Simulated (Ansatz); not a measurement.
Born–Oppenheimer molecular dynamics of GeH3NO (6 atoms, charge 0, multiplicity 1). It starts at the highest image of a converged band. Of that band: Neighbouring images differ by up to 1.7 eV, so the band resolves the path poorly. A vibrational analysis at the climbing image gives one clearly imaginary mode, 1368i cm⁻¹: a first-order saddle point.

Method: Ansatz 0.2.0, UKS CAM-B3LYP-D4/def2-SVP.

```json
{"ensemble": "NVE (velocity Verlet)", "time step": "0.5 fs", "steps asked": "200", "starting velocities drawn for": "100 K", "seed": "6541"}
```

Frames 2.5 fs apart, positions in Å, forces in eV/Å.

Velocities at 45.0 fs (Å/ps):

```
N -17.67 -0.57 6.17
Ge 3.35 0.20 -0.40
O 1.29 -5.22 4.93
H -43.06 9.45 -30.83
H 13.19 55.81 -66.91
H 13.58 11.29 -37.86
```

```xyz
6
Properties=species:S:1:pos:R:3:forces:R:3 time_fs=45.0 energy_less_start_eV=-0.938 T=1914
N -1.377 0.206 -0.118 -0.70 1.47 0.94
Ge -0.106 -0.889 -0.055 -0.64 -1.44 1.35
O 1.451 -0.634 0.703 0.72 0.34 0.50
H -0.709 -2.294 0.395 0.97 0.41 -1.02
H -1.143 1.013 0.517 -0.11 -0.19 -1.28
H 1.650 0.255 1.065 -0.24 -0.59 -0.49
6
Properties=species:S:1:pos:R:3:forces:R:3 time_fs=47.5 energy_less_start_eV=-1.151 T=2325
N -1.422 0.207 -0.101 0.95 1.27 0.67
Ge -0.098 -0.889 -0.056 -1.91 -0.25 1.00
O 1.456 -0.646 0.716 0.50 -0.08 0.14
H -0.786 -2.259 0.290 1.04 0.13 -0.63
H -1.117 1.140 0.312 -0.46 -0.88 -0.98
H 1.677 0.267 0.958 -0.12 -0.18 -0.20
6
Properties=species:S:1:pos:R:3:forces:R:3 time_fs=50.0 energy_less_start_eV=-1.210 T=2439
N -1.462 0.214 -0.081 2.30 0.86 -0.17
Ge -0.092 -0.890 -0.055 -2.72 1.19 0.76
O 1.462 -0.659 0.730 0.22 -0.45 -0.18
H -0.803 -2.219 0.148 0.82 -0.62 -0.18
H -1.117 1.215 0.052 -0.68 -1.18 -0.21
H 1.698 0.268 0.838 0.06 0.20 -0.02
6
Properties=species:S:1:pos:R:3:forces:R:3 time_fs=52.5 energy_less_start_eV=-1.091 T=2210
N -1.493 0.225 -0.061 3.02 0.22 -1.07
Ge -0.088 -0.889 -0.054 -3.17 2.16 0.72
O 1.469 -0.673 0.743 0.25 0.40 -0.47
H -0.771 -2.215 -0.005 0.62 -1.13 0.10
H -1.157 1.223 -0.221 -0.66 -1.05 0.60
H 1.720 0.274 0.717 -0.06 -0.60 0.11
6
Properties=species:S:1:pos:R:3:forces:R:3 time_fs=55.0 energy_less_start_eV=-0.945 T=1927
N -1.511 0.236 -0.046 3.14 -0.64 -1.54
Ge -0.086 -0.886 -0.053 -3.55 1.94 0.70
O 1.478 -0.686 0.754 0.05 0.50 -0.84
H -0.699 -2.273 -0.153 0.77 -0.59 0.27
H -1.235 1.169 -0.460 -0.43 -0.59 1.05
H 1.739 0.249 0.604 0.03 -0.61 0.37
6
Properties=species:S:1:pos:R:3:forces:R:3 time_fs=57.5 energy_less_start_eV=-0.814 T=1675
N -1.516 0.245 -0.038 2.95 -1.46 -1.35
Ge -0.088 -0.882 -0.050 -3.59 1.14 0.41
O 1.486 -0.697 0.762 -0.45 -0.32 -0.88
H -0.582 -2.364 -0.285 0.87 0.42 0.50
H -1.339 1.080 -0.639 -0.16 -0.08 0.96
H 1.762 0.192 0.511 0.37 0.31 0.37
6
Properties=species:S:1:pos:R:3:forces:R:3 time_fs=60.0 energy_less_start_eV=-0.744 T=1539
N -1.508 0.248 -0.035 2.76 -1.76 -0.86
Ge -0.092 -0.877 -0.048 -3.04 0.61 -0.01
O 1.492 -0.709 0.767 -0.60 -0.10 -0.95
H -0.415 -2.432 -0.387 0.63 1.06 0.66
H -1.453 0.985 -0.762 -0.04 0.03 0.67
H 1.805 0.148 0.441 0.30 0.17 0.49
6
Properties=species:S:1:pos:R:3:forces:R:3 time_fs=62.5 energy_less_start_eV=-0.799 T=1645
N -1.488 0.243 -0.036 2.50 -1.45 -0.53
Ge -0.099 -0.872 -0.045 -2.07 0.44 -0.35
O 1.497 -0.722 0.768 -0.52 0.52 -1.07
H -0.212 -2.439 -0.450 0.15 1.11 0.63
H -1.571 0.889 -0.844 -0.02 -0.26 0.59
H 1.865 0.112 0.400 -0.04 -0.36 0.73
6
Properties=species:S:1:pos:R:3:forces:R:3 time_fs=65.0 energy_less_start_eV=-0.930 T=1899
N -1.457 0.232 -0.040 1.98 -0.81 -0.33
Ge -0.108 -0.866 -0.043 -0.83 0.39 -0.43
O 1.499 -0.732 0.765 -0.83 0.20 -0.66
H 0.001 -2.383 -0.477 -0.34 0.59 0.35
H -1.689 0.777 -0.890 -0.03 -0.52 0.57
H 1.925 0.060 0.401 0.04 0.14 0.49
6
Properties=species:S:1:pos:R:3:forces:R:3 time_fs=67.5 energy_less_start_eV=-0.994 T=2021
N -1.418 0.218 -0.044 1.00 0.17 -0.20
Ge -0.117 -0.859 -0.041 0.63 0.09 -0.27
O 1.498 -0.742 0.760 -1.03 0.04 -0.22
H 0.194 -2.293 -0.483 -0.68 -0.24 -0.10
H -1.809 0.636 -0.902 -0.06 -0.61 0.52
H 1.987 0.016 0.431 0.13 0.55 0.28
6
Properties=species:S:1:pos:R:3:forces:R:3 time_fs=70.0 energy_less_start_eV=-0.951 T=1938
N -1.375 0.204 -0.050 -0.80 1.62 -0.43
Ge -0.126 -0.853 -0.040 2.45 -1.12 -0.13
O 1.494 -0.752 0.754 -0.40 0.88 -0.18
H 0.347 -2.216 -0.496 -0.88 -0.70 -0.45
H -1.932 0.459 -0.882 0.10 -0.62 0.72
H 2.053 -0.001 0.481 -0.46 -0.06 0.47
6
Properties=species:S:1:pos:R:3:forces:R:3 time_fs=72.5 energy_less_start_eV=-0.866 T=1775
N -1.336 0.198 -0.058 -3.20 3.03 -0.82
Ge -0.132 -0.848 -0.038 4.57 -3.12 -0.13
O 1.488 -0.758 0.747 -0.17 1.01 0.03
H 0.448 -2.178 -0.533 -1.14 -0.48 -0.48
H -2.047 0.246 -0.818 0.57 -0.37 1.02
H 2.094 -0.017 0.557 -0.63 -0.08 0.38
```

Of the whole run (100 fs, mean temperature of the second half 1784 K): The conserved energy stayed within 0.14 meV per atom of its start (net change 0.039 meV per atom), so the integration is sound. The system heated up, since it started high on the potential surface and ran downhill. A run of 0.1 ps of so small a system gives no equilibrium averages. The orbitals stay closed-shell, which can raise the energy where a bond breaks towards radicals; this wasn't checked here.

Time of the run: 7.4 min on 2 threads of Arm Neoverse V2, with other jobs on the host, peak memory 0.23 GiB.
